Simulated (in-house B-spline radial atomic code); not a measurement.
**RPA and G0W0 on LC-wPBE: V IX (V8+)**

Configuration [Ne] 3s2 3p3, highest spin, mean-field start LC-wPBE. Computed with an all-electron radial atomic-structure program (B-spline basis): all electrons, non-relativistic, point nucleus, each spin shell either full or empty, empty states to l = 9 with an (l + 1/2)⁻⁴ tail; G0W0 by contour deformation at full frequency.

Command:
```bash
python run_gw.py task.json out
```
Settings (radii: box in bohr, nucleus in fm):
```
Z                        23
electrons                15
configuration            [Ne] 3s2 3p3
hamiltonian              nr
method                   lc_wpbe
lmax                     9
spin_polarised           True
box_radius               7.7
intervals                47
```

Cost of the run: 2 s on 1 thread of Arm Neoverse N1, with other jobs on the host.

Energies (hartree):

```
                                     term       value
                         mean-field total  -921.06736
Hartree-Fock functional on these orbitals  -920.62915
                      direct second order     -1.0577
                    second-order exchange     0.38301
                         SOSEX correction      0.3542
```

(1) What is the RPA correlation energy, and what remains with SOSEX?

Quasi-particle levels (eV):

```tsv
level	occupied	mean field	Σx - vxc	Σc	QP weight	G0W0
3p up	yes	-197.45	-6.55	?	?	?
3s down	yes	-216.80	-2.56	-3.45	0.970	-222.81
2p down	yes	-680.30	-35.42	6.80	0.953	-708.92
3p down	no	-178.97	8.77	-3.47	0.966	-173.68
```

G0W0 = mean field + (Σx - vxc) + Σc, with Σc (partial-wave tail included) taken at the quasi-particle energy. Only the outer levels were computed. Levels of low weight are left out.

(2) Where does G0W0 put 3p up?

Results:

(1) RPA gives -0.95321 hartree (-1.73 eV per electron); RPA + SOSEX gives -0.59901, and the second-order doubles -0.6747 hartree (no singles). SOSEX takes back 37 % of the RPA value.

(2) At -204.39 eV, with Σc = -0.39 eV and a quasi-particle weight of 0.967. The tabulated removal energy is 206 ± 0.4 eV (NIST, semi-empirical); the calculation leaves out relativity, Breit and QED terms, and what these don't explain is the method's own error.
